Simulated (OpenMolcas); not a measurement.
**Lines of Cu²⁺: computed and rescaled rates**

```yaml
Program: OpenMolcas 26.06
Method: "MS-RASPT2, IPEA 0.25 Eh, imaginary shift 0.1 Eh (closed shells correlated: 3s 3p)"
Basis: ANO-RCC-VTZP [6s5p3d2f1g]
Scalar_Hamiltonian: DKH2, point nucleus
Active_space: 9 electrons in 9 orbitals (RAS2 3d 4s; RAS3 4p, at most 2 electrons)
State_averaging: 2S+1 = 2 even, 30 roots; 2S+1 = 4 even, 10 roots kept (CI in the orbitals of an earlier block); 2S+1 = 2 odd, 21 roots; 2S+1 = 4 odd, 24 roots kept (CI in the orbitals of an earlier block)
Spin-orbit_coupling: state interaction with AMFI integrals over the reference wave functions, term energies averaged over their components
```

Rates come from the transition moments of the reference wave functions (E1 and E2 in the length form). At fixed line strength A goes as λ^-3 for E1 and M1 and as λ^-5 for E2, so a rate at the computed wavelength can be rescaled to the measured one. Measured vacuum wavelengths follow from level energies in Sugar and Musgrove, J. Phys. Chem. Ref. Data 19, 527 (1990). Branching counts decays inside the model space alone, at computed energies, and the table is only a selection of the E2 and M1 lines, drawn from those between levels with measured partners whose computed energy lies within a factor of 1.5 of the measured one.

```json
{"Upper": "3d⁸ 4s ⁴F_3/2", "Lower": "3d⁸ 4s ⁴F_5/2", "Type": "M1", "λ computed (nm)": "13670", "λ measured (nm)": "13550", "A computed (s-1)": "2.49e-02", "A rescaled (s-1)": "2.56e-02", "Branching %": "6.2"}
{"Upper": "3d⁸ 4s ⁴F_5/2", "Lower": "3d⁸ 4s ⁴F_7/2", "Type": "M1", "λ computed (nm)": "9456", "λ measured (nm)": "9228", "A computed (s-1)": "6.65e-02", "A rescaled (s-1)": "7.16e-02", "Branching %": "3.4"}
{"Upper": "3d⁸ 4s ⁴F_7/2", "Lower": "3d⁸ 4s ⁴F_9/2", "Type": "M1", "λ computed (nm)": "8492", "λ measured (nm)": "7937", "A computed (s-1)": "5.31e-02", "A rescaled (s-1)": "6.50e-02", "Branching %": "1.1"}
{"Upper": "3d⁹ ²D_3/2", "Lower": "3d⁹ ²D_5/2", "Type": "M1", "λ computed (nm)": "4565", "λ measured (nm)": "4827", "A computed (s-1)": "1.71e-01", "A rescaled (s-1)": "1.45e-01", "Branching %": "100.0"}
{"Upper": "3d⁸ 4s ⁴P_1/2", "Lower": "3d⁸ 4s ⁴F_3/2", "Type": "E2", "λ computed (nm)": "580.4", "λ measured (nm)": "604.7", "A computed (s-1)": "4.23e-02", "A rescaled (s-1)": "3.45e-02", "Branching %": "5.1"}
{"Upper": "3d⁸ 4s ⁴P_3/2", "Lower": "3d⁸ 4s ⁴F_5/2", "Type": "M1", "λ computed (nm)": "564.2", "λ measured (nm)": "582.9", "A computed (s-1)": "8.45e-02", "A rescaled (s-1)": "", "Branching %": "1.0"}
{"Upper": "3d⁸ 4s ⁴P_1/2", "Lower": "3d⁸ 4s ⁴F_5/2", "Type": "E2", "λ computed (nm)": "556.7", "λ measured (nm)": "578.9", "A computed (s-1)": "3.51e-02", "A rescaled (s-1)": "2.89e-02", "Branching %": "4.2"}
{"Upper": "3d⁸ 4s ⁴F_7/2", "Lower": "3d⁹ ²D_3/2", "Type": "E2", "λ computed (nm)": "160", "λ measured (nm)": "166.7", "A computed (s-1)": "2.80e-01", "A rescaled (s-1)": "", "Branching %": "5.6"}
{"Upper": "3d⁸ 4s ⁴F_9/2", "Lower": "3d⁹ ²D_5/2", "Type": "E2", "λ computed (nm)": "157.5", "λ measured (nm)": "164.5", "A computed (s-1)": "3.63e-02", "A rescaled (s-1)": "", "Branching %": "100.0"}
{"Upper": "3d⁸ 4s ⁴F_5/2", "Lower": "3d⁹ ²D_3/2", "Type": "E2", "λ computed (nm)": "157.3", "λ measured (nm)": "163.7", "A computed (s-1)": "1.78e+00", "A rescaled (s-1)": "", "Branching %": "90.5"}
{"Upper": "3d⁸ 4s ⁴F_3/2", "Lower": "3d⁹ ²D_3/2", "Type": "E2", "λ computed (nm)": "155.6", "λ measured (nm)": "161.8", "A computed (s-1)": "2.15e-01", "A rescaled (s-1)": "", "Branching %": "53.3"}
{"Upper": "3d⁸ 4s ⁴F_7/2", "Lower": "3d⁹ ²D_5/2", "Type": "E2", "λ computed (nm)": "154.6", "λ measured (nm)": "161.1", "A computed (s-1)": "4.69e+00", "A rescaled (s-1)": "", "Branching %": "93.4"}
{"Upper": "3d⁸ 4s ⁴F_5/2", "Lower": "3d⁹ ²D_5/2", "Type": "E2", "λ computed (nm)": "152.1", "λ measured (nm)": "158.4", "A computed (s-1)": "1.20e-01", "A rescaled (s-1)": "", "Branching %": "6.1"}
{"Upper": "3d⁸ 4s ²F_7/2", "Lower": "3d⁹ ²D_3/2", "Type": "E2", "λ computed (nm)": "150.5", "λ measured (nm)": "154", "A computed (s-1)": "1.26e+01", "A rescaled (s-1)": "1.12e+01", "Branching %": "7.8"}
{"Upper": "3d⁸ 4s ⁴F_3/2", "Lower": "3d⁹ ²D_5/2", "Type": "E2", "λ computed (nm)": "150.4", "λ measured (nm)": "156.5", "A computed (s-1)": "1.63e-01", "A rescaled (s-1)": "", "Branching %": "40.5"}
{"Upper": "3d⁸ 4s ²F_7/2", "Lower": "3d⁹ ²D_5/2", "Type": "E2", "λ computed (nm)": "145.7", "λ measured (nm)": "149.2", "A computed (s-1)": "1.49e+02", "A rescaled (s-1)": "1.32e+02", "Branching %": "92.1"}
{"Upper": "3d⁸ 4s ²D_5/2 [71 %]", "Lower": "3d⁹ ²D_3/2", "Type": "E2", "λ computed (nm)": "127.6", "λ measured (nm)": "131.8", "A computed (s-1)": "2.94e+01", "A rescaled (s-1)": "2.50e+01", "Branching %": "32.5"}
{"Upper": "3d⁸ 4s ²D_3/2", "Lower": "3d⁹ ²D_3/2", "Type": "E2", "λ computed (nm)": "126.9", "λ measured (nm)": "130.4", "A computed (s-1)": "4.38e+01", "A rescaled (s-1)": "3.82e+01", "Branching %": "34.8"}
{"Upper": "3d⁸ 4s ²D_5/2 [71 %]", "Lower": "3d⁹ ²D_5/2", "Type": "E2", "λ computed (nm)": "124.1", "λ measured (nm)": "128.3", "A computed (s-1)": "5.98e+01", "A rescaled (s-1)": "5.06e+01", "Branching %": "66.2"}
{"Upper": "3d⁸ 4s ²D_3/2", "Lower": "3d⁹ ²D_5/2", "Type": "E2", "λ computed (nm)": "123.5", "λ measured (nm)": "126.9", "A computed (s-1)": "8.05e+01", "A rescaled (s-1)": "7.03e+01", "Branching %": "64.0"}
{"Upper": "3d⁸ 4s ⁴P_5/2 [72 %]", "Lower": "3d⁹ ²D_3/2", "Type": "E2", "λ computed (nm)": "123.1", "λ measured (nm)": "127.4", "A computed (s-1)": "1.19e+01", "A rescaled (s-1)": "", "Branching %": "28.9"}
{"Upper": "3d⁸ 4s ⁴P_3/2", "Lower": "3d⁹ ²D_3/2", "Type": "E2", "λ computed (nm)": "123", "λ measured (nm)": "127.8", "A computed (s-1)": "5.81e+00", "A rescaled (s-1)": "", "Branching %": "71.2"}
{"Upper": "3d⁸ 4s ⁴P_1/2", "Lower": "3d⁹ ²D_3/2", "Type": "E2", "λ computed (nm)": "122.7", "λ measured (nm)": "127.6", "A computed (s-1)": "6.97e-01", "A rescaled (s-1)": "", "Branching %": "83.6"}
{"Upper": "3d⁸ 4s ⁴P_5/2 [72 %]", "Lower": "3d⁹ ²D_5/2", "Type": "E2", "λ computed (nm)": "119.9", "λ measured (nm)": "124.1", "A computed (s-1)": "2.85e+01", "A rescaled (s-1)": "", "Branching %": "69.4"}
{"Upper": "3d⁸ 4s ⁴P_3/2", "Lower": "3d⁹ ²D_5/2", "Type": "E2", "λ computed (nm)": "119.8", "λ measured (nm)": "124.5", "A computed (s-1)": "2.03e+00", "A rescaled (s-1)": "", "Branching %": "24.8"}
```

Spin-changing lines and M1 lines between different terms are not rescaled, since their strength hangs on the term gaps too.

The largest correction is for 3d⁸ 4s ⁴P_1/2 → 3d⁸ 4s ⁴F_3/2 (E2): 4.23e-02 × (580.4 / 604.7)^5 = 3.45e-02 s-1, a factor of 0.81.

The computed order of these levels differs from the measured one in 1 place, and where term gaps are wrong the rates of spin-changing lines can be off by large factors.

These are rates of the free ion; in crystals, glasses and complexes forced electric-dipole and non-radiative decay shorten such lifetimes by orders of magnitude. No measured rate stands beside these. Rescaling mends the energy factor alone: line strengths can still be far off where a level mixes with configurations outside the active space, and weak or spin-changing lines hang on small mixing coefficients that depend on the term gaps too, so rescaling need not improve them.

CASPT2 does not keep the components of a term degenerate, so their means are used; among the terms shown or strongly mixed into the levels shown the widest spread is 1100 cm-1 (3d⁸ 4s ²F). Some levels mix across a computed gap that differs much from the measured one, so their mixing is not that of the real levels. Terms from blocks run as CI alone lack orbitals of their own. A single d shell beside an s shell can misplace configurations of different d count against each other. Computed and measured levels are paired by configuration, term and J; levels that our copy of the source lacks, or whose pairing is in doubt (as where it misses far off the trend of its configuration), stay unpaired. Levels of configurations outside the active space are missing.

A share in square brackets marks a mixed level and gives the weight of the term that names it.
